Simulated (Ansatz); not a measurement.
`OB[Si](F)(F)Cl` → `F[Si]F` + `OBCl` at 298.15 K and 1 bar (silylene formation by 1,1-elimination).

Gas-phase electronic energies from Ansatz, PBE0-D4/def2-TZVP geometries. CCSD(T)/CBS adds triple-zeta CCSD(T) − MP2 to the extrapolated MP2 energy (def2 sets, frozen cores). This one scheme is used for every species. One conformer a species, not always the lowest.

| species | CCSD(T)/CBS energy (Eh) | H − E (kJ/mol) | S (J/(mol·K)) |
| --- | --- | --- | --- |
| `OB[Si](F)(F)Cl` | -1049.84519 | 117.8 | 368.4 |
| `F[Si]F` | -488.75686 | 23.6 | 256.9 |
| `OBCl` | -561.03999 | 87.8 | 264.5 |

H − E and S are ideal-gas, rigid-rotor, harmonic terms from PBE0-D4/def2-TZVP, for one conformer and one mirror image of each species. 1 Eh = 2625.50 kJ/mol, R = 8.31446 J/(mol·K).

Task: By hand: ΔE, ΔH, ΔS and ΔG.

Result: ΔE = (-488.75686) + (-561.03999) − (-1049.84519) = 0.04834 Eh = 126.9 kJ/mol. Δ(H − E) = 23.6 + 87.8 − 117.8 = -6.4, so ΔH = 120.5 kJ/mol. ΔS = 256.9 + 264.5 − 368.4 = 153.0 J/(mol·K). ΔG = 120.5 − 298.15 × (153.0)/1000 = 74.9 kJ/mol.

Task: By hand: the equilibrium constant, and the temperature at which ΔG would vanish if ΔH and ΔS stayed fixed.

Result: log₁₀ K = −ΔG/(RT ln 10) = -13.1. ΔG = 0 at ΔH/ΔS = 788 K.

The number of gas molecules changes by +1, which sets the sign of ΔS. A doubt of 5 kJ/mol in ΔE shifts log₁₀ K by 0.9 here. Other conformers and mirror images would add mixing entropy, several J/(mol·K) or more a flexible species. Modes under 60 cm⁻¹, often nearly free rotors, make the harmonic entropy too high. These are equilibria of isolated gas molecules and say nothing of rates. Largest T1 diagnostic: 0.015 (customary marks: 0.02 for closed shells, 0.045 for open ones).
